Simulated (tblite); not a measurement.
A tight-binding relaxation on `CNC(=S)C#C[C@H]1CC[Se]1`.

Computed with GFN2-xTB geometry optimisation, gas phase (tblite 0.8.0). Start geometry: from a force field or distance geometry. The command runs a driver script over a list of jobs; the input below is this job's line of settings and its coordinates in Å.

Command:
```bash
OMP_NUM_THREADS=1 python probes_run.py task.json out
```

Input:
```
{"job": {"kind": "relax", "xc": "GFN2-xTB", "basis": "xTB"}, "charge": 0, "multiplicity": 1}
C     -2.582700     0.294700     1.032900
N     -3.095800     0.161200    -0.339200
C     -2.209800    -0.047100    -1.447100
S     -2.845200    -0.187700    -2.961800
C     -0.792200    -0.117100    -1.273700
C      0.398100    -0.175300    -1.131500
C      1.856700    -0.242500    -0.937700
C      2.335700     0.580800     0.265200
C      2.833200    -0.600400     1.091500
Se     2.362700    -1.974900    -0.200700
H     -2.039300    -0.619700     1.326900
H     -1.921700     1.175000     1.101300
H     -3.445800     0.444200     1.744100
H     -4.118800     0.203400    -0.490900
H      2.408000     0.003100    -1.863600
H      1.509800     1.126600     0.792700
H      3.163400     1.259800    -0.016900
H      3.923300    -0.558700     1.263400
H      2.250500    -0.716300     2.037600
```

Output:
```
step      E/eV     max force
  0    -784.15893    2.256
  1    -784.34329    4.328
  2    -784.47078    2.081
  3    -784.56072    0.941
  4    -784.59441    0.431
  5    -784.61454    0.472
  6    -784.62911    0.342
  7    -784.63747    0.166
  8    -784.64081    0.121
  9    -784.64244    0.088
... (138 lines left out)
148    -784.71367    0.023
149    -784.71381    0.021
150    -784.71388    0.022
151    -784.71396    0.019
152    -784.71403    0.017
153    -784.71409    0.015
154    -784.71415    0.014
155    -784.71417    0.013
156    -784.71419    0.013
157    -784.71421    0.009
```

«max force» is the largest atomic force in eV/Å.

Question: From which step on does the largest force stay under 0.1 eV/Å, and how much energy is left to gain from there?

Answer: From step 96 (0.081 eV/Å), 16.6 meV above the end.

Main results: energy lowered by 12.8 kcal/mol over 157 steps; largest atomic force 0.009 eV/Å at the end.

Question: Where do the atoms end?

Answer: 0.971 Å rms from the input after alignment:
```
atom  x, y, z in Å
C1    -3.0708   -0.1597    0.8890
N2    -3.1659    0.3686   -0.4454
C3    -2.1587    0.4860   -1.3204
S4    -2.3939    1.1083   -2.8351
C5    -0.8647    0.0763   -0.9466
C6     0.2970   -0.2310   -0.8073
C7     1.6412   -0.5961   -0.5305
C8     2.5698    0.5175   -0.0238
C9     3.3457   -0.2753    1.0235
Se10   1.9501   -1.6835    1.1695
H11   -2.0380   -0.4410    1.0891
H12   -3.3859    0.5900    1.6189
H13   -3.7067   -1.0417    0.9978
H14   -4.0720    0.6744   -0.7731
H15    2.0742   -1.1710   -1.3528
H16    1.9796    1.3054    0.4453
H17    3.1842    0.9623   -0.8072
H18    4.2643   -0.7175    0.6390
H19    3.5408    0.2375    1.9627
```

Question: Estimate the wall time. Hardware: one thread of an Arm Neoverse V2, shared host.

Answer: About 1.3 s.
Labels such as C1 count atoms from 1, the log's own numbers from 0.
